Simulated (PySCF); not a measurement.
ClH5SSi2, SMILES Cl[SiH2]S[SiH3].

Geometry optimised at PBE0-D3(BJ)/def2-SVP. This is a generated structure with no PubChem entry under its InChIKey; it may be hypothetical. One conformer was computed; it need not be the lowest.

Computed with TDDFT-CAM-B3LYP/def2-SVPD run with PySCF.

Vertical excitations. 

Computed excitation energies, oscillator strengths and character:
| state | energy (eV) | λ (nm) | f | main pairs |
|---|---|---|---|---|
| S1 | 6.18 | 201 | 0.007 | HOMO→LUMO 78 % |
| S2 | 6.35 | 195 | 0.021 | HOMO→LUMO+1 81 % |
| S3 | 6.68 | 185 | 0.012 | HOMO→LUMO+2 68 % |
| S4 | 7.24 | 171 | 0.020 | HOMO→LUMO+4 78 % |
| S5 | 7.39 | 168 | 0.003 | HOMO→LUMO+3 78 % |
| S6 | 7.51 | 165 | 0.041 | HOMO−1→LUMO 60 %, HOMO−1→LUMO+1 9 % |
| S7 | 7.64 | 162 | 0.016 | HOMO−2→LUMO 38 %, HOMO−2→LUMO+1 32 %, HOMO−1→LUMO 7 % |
| S8 | 7.71 | 161 | 0.083 | HOMO−1→LUMO+1 62 %, HOMO−1→LUMO 11 % |
| S9 | 7.91 | 157 | 0.004 | HOMO→LUMO+5 35 %, HOMO−2→LUMO+1 19 %, HOMO−1→LUMO+2 17 % |
| S10 | 8.09 | 153 | 0.007 | HOMO→LUMO+5 27 %, HOMO−1→LUMO+2 16 %, HOMO→LUMO+6 12 %, HOMO−4→LUMO 9 % |
| T1 | 5.83 | 212 | 0 | HOMO→LUMO 87 % |
| T2 | 5.92 | 209 | 0 | HOMO→LUMO+1 80 % |
| T3 | 6.38 | 194 | 0 | HOMO→LUMO+2 65 % |
| T4 | 6.87 | 181 | 0 | HOMO→LUMO+4 46 %, HOMO−1→LUMO+1 17 %, HOMO−1→LUMO 13 % |
Triplets are in the Tamm–Dancoff approximation, which puts them higher than full response would, so one can lie above its singlet here.
